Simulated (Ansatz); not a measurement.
Isolated molecules relaxed with PBE0-D4/def2-TZVP in Ansatz; ΔE leaves out vibrations. CCSD(T)/CBS adds triple-zeta CCSD(T) − MP2 to the extrapolated MP2 energy (def2 sets, frozen cores). Functionals use def2-TZVPP. B3LYP here is the variant with VWN-RPA as its local correlation; programs differ in this. Elements past krypton have def2 core potentials. For Br, In outer-core shells are correlated without core-valence functions, which leaves a few kJ/mol of doubt a bond. Scalar relativity is left out up to krypton. One conformer a species, not always the lowest.

Consider the substitution at a C–N bond: `C[N](C)[Al]([OH])[OH]` + `[OH][In]([OH])[Br]` → `C[O][In]([OH])[Br]` + `C[NH][Al]([OH])[OH]`.

`C[N](C)[Al]([OH])[OH]`:

```xyz
14

C    -0.863    0.607   -1.273
N     0.065   -0.013   -0.363
C     1.181   -0.627   -1.043
Al   -0.111   -0.037    1.394
O    -1.401    0.679    2.227
O     1.095   -0.830    2.278
H    -1.699    1.062   -0.735
H    -0.385    1.398   -1.869
H    -1.287   -0.120   -1.982
H     1.863   -1.087   -0.326
H     0.847   -1.409   -1.741
H     1.751    0.109   -1.628
H    -2.126    1.153    1.827
H     1.071   -0.885    3.232
```

`[OH][In]([OH])[Br]`:

```xyz
6

O    -0.800   -0.589    1.355
In   -0.013    0.290   -0.225
O     1.487   -0.605   -1.123
Br   -0.862    2.423   -1.053
H    -1.527   -0.087    1.734
H     1.714   -1.432   -0.689
```

`C[O][In]([OH])[Br]`:

Z-matrix (Å, degrees):
```
C
O 1 1.408
H 1 1.097 2 113.8
H 1 1.096 2 109.3 3 -120.4
H 1 1.096 2 110.0 3 121.0
In 2 1.967 1 123.2 3 -7.7
Br 6 2.442 2 119.4 1 2.1
O 6 1.964 2 118.6 1 -178.4
H 8 0.962 6 111.3 2 0.4
```

`C[NH][Al]([OH])[OH]`:

Cartesian coordinates in Å:
```
C 1.171 -1.300 0.386
N 0.276 -0.595 -0.510
Al -0.699 0.822 -0.134
O -1.724 1.585 -1.249
O -0.591 1.440 1.438
H 2.209 -1.293 0.029
H 0.876 -2.345 0.534
H 1.164 -0.820 1.367
H 0.254 -1.008 -1.429
H -1.850 1.309 -2.154
H -1.087 2.205 1.722
```

```tsv
level	ΔE (kJ/mol)
B3LYP-D4	29.8
SCS-MP2/def2-TZVPP	33.2
```

Task: What does CCSD(T)/CBS give? (An estimate is asked.)

Result: Computed: +32.4 kJ/mol. The listed levels differ from it by -2.6, 0.8 kJ/mol.

Largest T1 diagnostic among the species: 0.015.

The D4 term adds +3.2 kJ/mol with B3LYP and +1.8 kJ/mol with PBE0; it sums over pairs of atoms, weighted by their polarisabilities, and B3LYP, whose exchange is more repulsive, gets the larger term. In def2-TZVPP, CCSD(T) changes the Hartree–Fock value by +11.1 kJ/mol (the triples alone add +1.2 kJ/mol) and MP2 by +15.7 kJ/mol.
